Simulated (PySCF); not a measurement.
HCl, charge +1, doublet, geometry from GFN2-xTB (a state made from the parent by changing its charge; the spin is typed, not shown lowest), atoms displaced at random by about 0.08 Å a coordinate; PySCF with TPSS/def2-TZVP, gradient.

PySCF was given this input:
```python
from pyscf import gto, scf, dft

mol = gto.Mole()
mol.atom = '''
    Cl   -0.19589215   -0.00342466   -0.05533784
    H    -0.11547570    0.00193629    1.20198509
'''
mol.basis = 'def2-tzvp'
mol.charge = 1
mol.spin = 1
mol.verbose = 4
mol.build()

mf = dft.UKS(mol)
mf.xc = 'tpss'
mf.kernel()
g = mf.nuc_grad_method()
grad = g.kernel()
```

The log (banner, timings and long lists left out):

```
PySCF version 2.14.0

[INPUT] verbose = 4
[INPUT] num. atoms = 2
[INPUT] num. electrons = 17
[INPUT] charge = 1
[INPUT] spin (= nelec alpha-beta = 2S) = 1
[INPUT] symmetry False subgroup None
[INPUT] Mole.unit = angstrom
[INPUT] Symbol           X                Y                Z      unit          X                Y                Z       unit  Magmom
[INPUT]  1 Cl    -0.195892150000  -0.003424660000  -0.055337840000 AA   -0.370182513452  -0.006471669470  -0.104573361925 Bohr   0.0
[INPUT]  2 H     -0.115475700000   0.001936290000   1.201985090000 AA   -0.218217447042   0.003659057798   2.271422625911 Bohr   0.0

nuclear repulsion = 7.14024013068542
number of shells = 17
number of NR pGTOs = 71
number of NR cGTOs = 43
basis = def2-tzvp
ecp = {}

******** <class 'pyscf.dft.uks.UKS'> ********
method = UKS
initial guess = minao
damping factor = 0
level_shift factor = 0
DIIS = <class 'pyscf.scf.diis.CDIIS'>
diis_start_cycle = 1
diis_space = 8
diis_damp = 0
SCF conv_tol = 1e-09
SCF conv_tol_grad = None
SCF max_cycles = 50
direct_scf = True
direct_scf_tol = 1e-13
number electrons alpha = 9  beta = 8
XC library pyscf.dft.libxc version 7.1.2
    S. Lehtola, C. Steigemann, M. J. T. Oliveira, and M. A. L. Marques,  SoftwareX 7, 1–5 (2018)
XC functionals = tpss
    J. Tao, J. P. Perdew, V. N. Staroverov, and G. E. Scuseria,  Phys. Rev. Lett. 91, 146401 (2003)
    J. P. Perdew, J. Tao, V. N. Staroverov, and G. E. Scuseria,  J. Chem. Phys. 120, 6898 (2004)
    J. Tao, J. P. Perdew, V. N. Staroverov, and G. E. Scuseria,  Phys. Rev. Lett. 91, 146401 (2003)
    J. P. Perdew, J. Tao, V. N. Staroverov, and G. E. Scuseria,  J. Chem. Phys. 120, 6898 (2004)
radial grids:
    Treutler-Ahlrichs [JCP 102, 346 (1995); DOI:10.1063/1.469408] (M4) radial grids

becke partition: Becke, JCP 88, 2547 (1988); DOI:10.1063/1.454033
pruning grids: <function nwchem_prune>
grids dens level: 3
symmetrized grids: False
atomic radii adjust function: <function treutler_atomic_radii_adjust>
small_rho_cutoff = 0
Set gradient conv threshold to 3.16228e-05
tot grids = 28688
init E= -460.811797438474

cycle= 1 E= -460.3472513647  delta_E= 0.465  |g|= 0.208  |ddm|= 0.746
cycle= 2 E= -460.364238301032  delta_E= -0.017  |g|= 0.151  |ddm|= 0.379
cycle= 3 E= -460.371367745737  delta_E= -0.00713  |g|= 0.0111  |ddm|= 0.129
cycle= 4 E= -460.371414723476  delta_E= -4.7e-05  |g|= 0.00478  |ddm|= 0.0117
cycle= 5 E= -460.371424957275  delta_E= -1.02e-05  |g|= 0.00278  |ddm|= 0.00503
cycle= 6 E= -460.371429238166  delta_E= -4.28e-06  |g|= 0.000149  |ddm|= 0.00205
cycle= 7 E= -460.371429258407  delta_E= -2.02e-08  |g|= 3.02e-05  |ddm|= 0.000174
cycle= 8 E= -460.371429259369  delta_E= -9.62e-10  |g|= 8.12e-06  |ddm|= 4.12e-05
Extra cycle  E= -460.371429259425  delta_E= -5.66e-11  |g|= 4.69e-06  |ddm|= 1.18e-05
converged SCF energy = -460.371429259425  <S^2> = 0.75442034  2S+1 = 2.0044155

******** <class 'pyscf.grad.uks.Gradients'> for <class 'pyscf.dft.uks.UKS'> ********
unit = Eh/Bohr
grid_response = False
--------------- UKS gradients ---------------
         x                y                z
0 Cl     0.0024974338     0.0001660763     0.0390457615
1 H    -0.0024968874    -0.0001665705    -0.0390466274
----------------------------------------------
```
